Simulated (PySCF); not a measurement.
**Correlation energy of P (phosphorus, neutral)**

[Ne] 3s2 3p3, high-spin 4S determinant. Computed with PySCF 2.14 in x2c-SVPall (4s3p1d, 18 functions), with scalar relativity by spin-free X2C-1e. Frozen: [Ne]; 5 electrons correlated.

MP2 pair energies summed by pair of shells (mhartree):

| pair | energy | share (%) |
| --- | --- | --- |
| 3s-3p | -39.45 | 64.2 |
| 3p-3p | -13.76 | 22.4 |
| 3s-3s | -8.24 | 13.4 |

Total MP2 correlation energy: -61.45 mhartree.

Same-spin part -16.22 and opposite-spin part -45.23 mhartree; SCS-MP2 scales them by 1/3 and 6/5 to -59.68 mhartree.

| level | correlation energy (mhartree) |
| --- | --- |
| CCSD | -78.48 |
| (T) | -1.02 |
| CCSD(T) | -79.50 |

Diagnostics: T1 = 0.0052, D1 = 0.0077, largest double amplitude 0.060.

Is a single reference adequate?

Yes: T1 lies below 0.03 and no double amplitude reaches 0.07.
